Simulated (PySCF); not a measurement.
**Low-lying terms of Kr (krypton, neutral)**

Ground state [Kr], ¹S. Calculation: PySCF 2.14, in x2c-SVPall with two added diffuse shells each of s, p, d type (7s6p5d, 50 functions); the spin-free X2C one-electron Hamiltonian (Gaussian nucleus). Vertical excitation energies in eV without spin-orbit coupling; excited terms of each kind are numbered among those the solver found. Frozen: [Ar].

| term | leading excitation | EOM-EE-CCSD |
| --- | --- | --- |
| 1 3P° | 4p → s | 9.915 |
| 1 1P° | 4p → s | 10.151 |
| 1 3S | 4p → p | 11.174 |
| 1 3D | 4p → p | 11.429 |
| 1 1D | 4p → p | 11.486 |
| 1 3P | 4p → p | 11.561 |
| 1 1P | 4p → p | 11.563 |
| 1 1S | 4p → p | 11.697 |
| 2 3P° | 4p → d | 12.244 |
| 1 3F° | 4p → d | 12.470 |
| 1 1F° | 4p → d | 12.633 |
| 1 1D° | 4p → d | 12.763 |
| 2 3S | 4p → p | 13.766 |
| 2 1D | 4p → p | 14.314 |

The solver can miss terms. Rydberg members are limited by the diffuse functions of the basis.
